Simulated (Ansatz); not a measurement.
A basis-limit estimate, worked out

An elementary step of HfH2OF4, singlet (HfF₄ ([F][Hf]([F])([F])[F]) + H₂O → HfHOF₃ ([OH][Hf]([F])([F])[F]) + HF (still joined by a long Hf–F bond); bonds formed: F2–H6; dative contacts that become bonds: Hf1–O7; bonds broken: H6–O7; bonds weakened to dative contacts: Hf1–F2). “Start” is the structure reached by relaxing down from the saddle towards the reactants; PBE0-D4/def2-TZVP structures. The saddle:

```
8
angstrom
Hf -0.3632 -0.0345 -0.6700
F 0.8240 -1.4886 0.5736
F 0.8046 -0.2715 -2.1471
F -1.8393 -1.2287 -0.6892
F -1.1914 1.6299 -1.0638
H 0.8628 -0.6022 1.1745
O 0.4255 0.6198 1.1204
H 0.4769 1.3759 1.7015
```

Ansatz 0.2.0; basis: def2-TZVPP and def2-QZVPP; cores frozen in the correlated methods. Core potentials replace the inner electrons of the atoms past krypton.

Energies in eV:

| quantity | saddle | start |
| --- | --- | --- |
| Hartree–Fock, triple zeta (X = 3) | -14199.59408 | -14200.78302 |
| Hartree–Fock, quadruple zeta (X = 4) | -14200.20784 | -14201.39949 |
| MP2 correlation, X = 3 | -43.47538 | -43.12263 |
| MP2 correlation, X = 4 | -48.03361 | -47.68411 |
| CCSD(T) correlation, X = 3 | -44.65348 | -44.34085 |

**Question.** Work out the barrier at the basis limit: extrapolate Hartree–Fock as E(X) = E∞ + A exp(−7.88 √X) and the MP2 correlation as E(X) = E∞ + B X^−2.97 (the exponents that Neese and Valeev fitted for def2-TZVPP and QZVPP), then add CCSD(T) − MP2 in triple zeta.

**Answer.** Each step is linear, so take the differences first (saddle − start): Hartree–Fock 1.18894 (X = 3) and 1.19165 (X = 4); MP2 correlation -0.35275 and -0.34950; CCSD(T) correlation -0.31263.
Two points give E∞ = E(4) + w [E(4) − E(3)], with w = 1/(exp(7.88 (2 − √3)) − 1) = 0.1377 for Hartree–Fock and w = 1/((4/3)^2.97 − 1) = 0.7407 for the correlation.
Hartree–Fock: 1.19165 + 0.1377 × 0.00271 = 1.1920 eV.
MP2 correlation: -0.34950 + 0.7407 × 0.00325 = -0.3471 eV.
CCSD(T) − MP2: -0.31263 − (-0.35275) = 0.0401 eV.
Sum: 1.1920 + (-0.3471) + 0.0401 = 0.8850 eV, or 20.41 kcal/mol. Plain CCSD(T) in triple zeta gives 0.8763 eV, so the larger basis shifts the result by 0.0087 eV.

T1 diagnostic: at most 0.016.

The step is the kind of ligand exchange by which a precursor binds to a hydroxyl group, or is hydrolysed, in atomic layer deposition of oxides.

Labels in which every atom is bracketed show which atoms are joined, not bond orders.

For scale, one of the runs: CCSD(T)/def2-TZVPP, 239 basis functions, launched by `ansatz run in.yaml --threads 8 --pin off --events-out ev --progress --plain --max-ram 19148MiB`. Hardware: 8 CPU threads of an Intel Xeon, shared host. Wall time 4.4 min; peak host memory 6 GiB.
